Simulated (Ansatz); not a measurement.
Isolated molecules relaxed with PBE0-D4/def2-TZVP in Ansatz; ΔE leaves out vibrations. CBS: MP2 limit from def2 TZ/QZ plus the TZ coupled-cluster correction, frozen cores. DFT in def2-TZVPP. One conformer a species, not always the lowest.

`BC([SiH3])[SiH2]F` + `O[Si](O)(Cl)Cl` → `O[Si](Cl)(Cl)O[SiH3]` + `BC[SiH2]F`  (ligand exchange at the Si–C bond)

| level | ΔE (kJ/mol) |
| --- | --- |
| PBE-D4 | -73.0 |
| PBE0-D4 | -78.6 |
| B2PLYP | -96.0 |
| HF/def2-TZVPP | -120.1 |

Q: What does CCSD(T)/CBS give? (An estimate is asked.)

A: Computed: -87.9 kJ/mol. The listed levels differ from it by 14.9, 9.3, -8.1, -32.2 kJ/mol.

Largest T1 diagnostic among the species: 0.012.

In def2-TZVPP, CCSD(T) changes the Hartree–Fock value by +32.6 kJ/mol (the triples alone add +5.0 kJ/mol) and MP2 by +33.0 kJ/mol. From PBE to PBE0 (25 % exact exchange), in def2-TZVPP and without D4, ΔE moves by −5.0 kJ/mol.
